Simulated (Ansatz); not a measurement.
`Sc1cnc(-c2cnc(-c3cnc(S)nc3)nc2)nc1`. The state is a singlet with charge 0. Geometry PBE-D4/def2-SVP.

Cartesian coordinates in Å:
```
S -0.9903 -4.8999 5.0227
C -0.7999 -3.6839 3.7626
C -1.8559 -2.9191 3.2148
N -1.6614 -2.0074 2.2655
C -0.3976 -1.8238 1.8251
C -0.1780 -0.8075 0.7806
C -1.2356 -0.0518 0.2282
N -1.0428 0.8760 -0.7097
C 0.2297 1.0746 -1.1238
C 0.4534 2.1056 -2.1515
C 1.7415 2.4039 -2.6485
N 1.9584 3.3389 -3.5772
C 0.8653 3.9919 -4.0206
S 1.0842 5.2423 -5.2489
N -0.4095 3.8030 -3.6314
C -0.6038 2.8640 -2.7023
N 1.3142 0.4052 -0.6701
C 1.1059 -0.5202 0.2667
N 0.6801 -2.5024 2.2758
C 0.4814 -3.4145 3.2250
H -2.3380 -4.7480 5.1581
H -2.8942 -3.0619 3.5701
H -2.2679 -0.2257 0.5782
H 2.6136 1.8494 -2.2617
H 2.4346 5.0683 -5.3024
H -1.6371 2.6834 -2.3601
H 1.9800 -1.0756 0.6484
H 1.3695 -3.9650 3.5865
```

B3LYP takes the VWN-RPA correlation. Single mean-field runs in def2-TZVP are fitted with def2-universal-jkfit. The restricted singlet is unstable towards broken spin symmetry in Hartree–Fock (as tested in another run); at HF/def2-TZVP this wasn't settled.

**Question.** Estimate the orbital energies around the gap (eV) in Ansatz with HF/def2-TZVP, B3LYP-D4/6-31G, PBE0-D4/def2-SVP, r2SCAN0-D4/def2-TZVP, CAM-B3LYP-D4/def2-TZVP.

**Answer.** 
| orbital | HF/def2-TZVP | B3LYP-D4/6-31G | PBE0-D4/def2-SVP | r2SCAN0-D4/def2-TZVP | CAM-B3LYP-D4/def2-TZVP |
| --- | --- | --- | --- | --- | --- |
| HOMO−9 | -12.14 | -9.16 | -9.37 | -9.57 | -10.72 |
| HOMO−8 | -11.96 | -8.93 | -9.22 | -9.45 | -10.62 |
| HOMO−7 | -11.88 | -8.62 | -9.07 | -9.43 | -10.54 |
| HOMO−6 | -11.79 | -8.14 | -8.64 | -9.07 | -10.22 |
| HOMO−5 | -11.73 | -8.09 | -8.28 | -8.48 | -9.58 |
| HOMO−4 | -11.52 | -7.51 | -7.89 | -8.16 | -9.43 |
| HOMO−3 | -11.19 | -7.07 | -7.54 | -7.87 | -9.10 |
| HOMO−2 | -10.70 | -7.07 | -7.27 | -7.59 | -8.80 |
| HOMO−1 | -9.32 | -6.77 | -7.18 | -7.37 | -8.41 |
| HOMO | -8.31 | -6.42 | -6.59 | -6.74 | -7.72 |
| LUMO | 0.95 | -2.61 | -2.49 | -2.48 | -1.55 |
| LUMO+1 | 1.71 | -1.97 | -1.82 | -1.90 | -0.87 |
| LUMO+2 | 2.23 | -1.48 | -1.38 | -1.46 | -0.40 |
| LUMO+3 | 2.65 | -1.23 | -1.08 | -1.07 | -0.07 |
| LUMO+4 | 2.86 | -1.08 | -0.98 | -0.99 | 0.09 |
| LUMO+5 | 2.94 | -0.31 | -0.12 | -0.28 | 0.56 |
